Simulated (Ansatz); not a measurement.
`F[CH2][ZnH]` and `FC[TeH]` differ in one atom or group.

Ansatz, PBE0-D4/def2-TZVP geometries, multiplicity 1. 

Elements past krypton have def2 core potentials. Scalar relativity is left out up to krypton.

```csv
property,`F[CH2][ZnH]`
size of the dipole moment (B3LYP/def2-TZVPP) / D,1.68
HOMO–LUMO gap (ωB97M-V/def2-TZVPP) / eV,10.25
HOMO energy (ωB97M-V/def2-TZVPP) / eV,-9.63
size of the dipole moment (PBE/def2-TZVPP) / D,1.51
HOMO energy (PBE0/def2-TZVPP) / eV,-7.39
HOMO–LUMO gap (PBE0/def2-TZVPP) / eV,6.62
```

Q: Give the same properties after the change, and the shifts. (Best estimate.)

A: Ansatz gave: 
```csv
property,`FC[TeH]`,shift
size of the dipole moment (B3LYP/def2-TZVPP) / D,1.42,-0.26
HOMO–LUMO gap (ωB97M-V/def2-TZVPP) / eV,9.61,-0.64
HOMO energy (ωB97M-V/def2-TZVPP) / eV,-8.68,0.95
size of the dipole moment (PBE/def2-TZVPP) / D,1.30,-0.21
HOMO energy (PBE0/def2-TZVPP) / eV,-6.56,0.83
HOMO–LUMO gap (PBE0/def2-TZVPP) / eV,5.68,-0.94
```

With PBE0 the HOMO rises by 0.83 eV and the LUMO falls by 0.10 eV, so the gap narrows by about 0.93 eV. PBE moves the HOMO by 0.60 eV and ωB97M-V by 0.95 eV. Dipoles are sizes alone; their direction can turn.

B3LYP here is the variant with VWN-RPA as its local correlation; programs differ in this.

Spin–orbit coupling is left out; it splits and shifts lone-pair levels of the heavy atoms by tenths of an eV.
